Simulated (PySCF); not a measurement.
BaCl, SMILES [Cl][Ba+], charge +1.

Geometry optimised at B3LYP-D3(BJ)/def2-TZVPD. The multiplicity is an assumed one; other spin states were not compared. The def2 effective core potentials stand for the cores of Ba; spin–orbit coupling is left out.

Computed with HF/def2-TZVPD (PySCF).

Isolated molecule, no solvent.

```json
{
 "total_energy": "-484.54412 hartree",
 "point_group": "C∞v",
 "highest_occupied_level": "-15.14 eV",
 "lowest_empty_level": "-4.42 eV",
 "orbital_gap": "10.72 eV",
 "dipole_moment_about_the_centre_of_nuclear_charge": "9.75 D",
 "mean_static_polarisability": "35.1 bohr³ (5.20 Å³)",
 "polarisability_principal_values": "28.2, 28.2, 48.8 bohr³"
}
```
